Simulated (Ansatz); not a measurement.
FeN₃F₃H₉, that is mer-[FeF3(NH3)3]- with one electron fewer. The state is a doublet with charge 0. Geometry B3LYP-D4/def2-SVPD; atoms count from 1.

```csv
atom,x (Å),y (Å),z (Å)
Fe1,0.317,-0.075,0.159
F2,-0.780,-0.893,1.401
F3,1.081,0.835,-1.244
F4,1.882,-0.492,0.997
N5,-1.448,0.366,-0.756
H6,-1.495,-0.014,-1.699
H7,-1.598,1.370,-0.831
H8,-2.173,-0.051,-0.173
N9,0.358,1.586,1.273
H10,0.499,2.440,0.737
H11,1.210,1.389,1.801
H12,-0.416,1.685,1.927
N13,0.561,-1.812,-0.806
H14,0.745,-1.709,-1.803
H15,-0.164,-2.506,-0.637
H16,1.421,-2.118,-0.347
```

The name describes the singlet; other states may take another shape.

(1) Estimate the Mulliken populations from the PBE0/def2-TZVPD orbitals of Ansatz.

(2) Where does the spin sit?

(3) And the Mayer bond orders between heavy atoms (over 0.3)?

Answers

(1) 
```csv
atom,charge (e),spin (α − β),d electrons
Fe1,0.36,1.03,6.16
F2,-0.70,0.01,–
F3,-0.69,0.02,–
F4,-0.68,0.01,–
N5,-0.37,-0.02,–
H6,0.26,0.00,–
H7,0.26,0.00,–
H8,0.29,0.00,–
N9,-0.23,-0.03,–
H10,0.28,0.00,–
H11,0.31,0.00,–
H12,0.27,0.00,–
N13,-0.23,-0.03,–
H14,0.28,0.00,–
H15,0.27,0.00,–
H16,0.31,0.00,–
```
Mulliken values depend strongly on the basis. With diffuse functions, as here, like atoms can get unlike values, and bond orders can come out too low or too high.

(2) Summed by element: Fe 1.03, F 0.05, N -0.08, H 0.01, of 1 unpaired in all. Largest on single atoms: Fe1 1.03, N13 -0.03, N9 -0.03.

(3) Fe1–F2 0.57 (1.85 Å); Fe1–F3 0.61 (1.84 Å); Fe1–F4 0.48 (1.82 Å); Fe1–N5 0.49 (2.04 Å); Fe1–N9 0.56 (2.00 Å); Fe1–N13 0.56 (2.00 Å).
